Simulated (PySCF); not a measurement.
Si(Me)2 cation (C2H6Si), SMILES C[Si]C (connectivity only; charge and spin as stated), charge +1, multiplicity 2. Atoms are numbered in the order given.

```xyz
9

Si     0.0000     0.0000    -0.5531
C     -1.6019     0.0067     0.3611
H     -2.4614     0.2621    -0.2714
H     -1.5227     0.6992     1.2177
H     -1.7421    -1.0182     0.7587
C      1.6019    -0.0067     0.3611
H      1.5227    -0.6992     1.2177
H      1.7421     1.0182     0.7587
H      2.4614    -0.2621    -0.2714
```
Charge +1, spin multiplicity 2.

Coordinates come from a PBE-D3(BJ)/def2-TZVP optimisation. The multiplicity is an assumed one; other spin states were not compared. The isomer is the one that the SMILES or the coordinates give; other isomers of the formula were not compared.

Method: PBE0/pcH-1 (PySCF).

Unrestricted Kohn–Sham, ⟨S²⟩ = 0.752. Hyperfine tensors hold the contact and dipolar terms, without spin-orbit corrections.

Question: Estimate the hyperfine couplings. (An estimate is asked for; the answer gives what the named calculation found.)

Answer: 
```json
[
 {"nucleus": "29Si no. 1", "A(iso) (MHz)": "-589.0", "A(iso) (G)": "-210.2", "dipolar principal values (MHz)": "-171.1, 82.2, 88.8"},
 {"nucleus": "13C no. 2", "A(iso) (MHz)": "55.6", "A(iso) (G)": "19.8", "dipolar principal values (MHz)": "-12.9, -11.3, 24.1"},
 {"nucleus": "1H no. 3", "A(iso) (MHz)": "-0.6", "A(iso) (G)": "-0.2", "dipolar principal values (MHz)": "-7.3, -3.7, 11.0"},
 {"nucleus": "1H no. 4", "A(iso) (MHz)": "37.2", "A(iso) (G)": "13.3", "dipolar principal values (MHz)": "-6.7, 0.2, 6.5"},
 {"nucleus": "1H no. 5", "A(iso) (MHz)": "3.1", "A(iso) (G)": "1.1", "dipolar principal values (MHz)": "-6.5, -0.2, 6.7"},
 {"nucleus": "13C no. 6", "A(iso) (MHz)": "55.6", "A(iso) (G)": "19.8", "dipolar principal values (MHz)": "-12.9, -11.3, 24.1"},
 {"nucleus": "1H no. 7", "A(iso) (MHz)": "37.2", "A(iso) (G)": "13.3", "dipolar principal values (MHz)": "-6.7, 0.2, 6.5"},
 {"nucleus": "1H no. 8", "A(iso) (MHz)": "3.1", "A(iso) (G)": "1.1", "dipolar principal values (MHz)": "-6.5, -0.2, 6.7"},
 {"nucleus": "1H no. 9", "A(iso) (MHz)": "-0.6", "A(iso) (G)": "-0.2", "dipolar principal values (MHz)": "-7.3, -3.7, 11.0"}
]
```

Question: And the g tensor (effective nuclear charges for spin-orbit coupling, GIAO)? (The exact figures need the calculation; the answer reports its results.)

Answer: principal values 1.9852, 2.0021, 2.0060; isotropic 1.9978.
